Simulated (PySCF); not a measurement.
BeCl, SMILES [Be+][Cl], charge +1.

Geometry: B3LYP-D3(BJ)/def2-TZVPD. The spin state was assumed, not searched.

Two levels are set side by side: TDA-PBE/def2-TZVPD (PySCF) and TDA-CAM-B3LYP/def2-TZVPD (PySCF). Vertical, same geometry. The lowest singlet is HOMO−1→LUMO 100 % with PBE and HOMO→LUMO 100 % with the other functional; states are paired by order. Differences are taken from unrounded values.

| quantity | TDA-CAM-B3LYP | TDA-PBE | TDA-PBE minus TDA-CAM-B3LYP |
|---|---|---|---|
| lowest singlet excitation (eV) | 3.86 | 3.36 | -0.50 |
| lowest triplet excitation (TDA) (eV) | 3.65 | 3.14 | -0.50 |
| first bright state (f over 0.05) (eV) | 9.21 | 8.84 | -0.37 |
| its oscillator strength | 0.07 | 0.07 | 0.00 |

A lower first singlet is the usual sign of a functional without exact exchange. Differences between two approximate levels are no errors against the true value.

Rough cost on one machine, each run with all the roots and properties that it gave: TDA-CAM-B3LYP against TDA-PBE about 3 times.
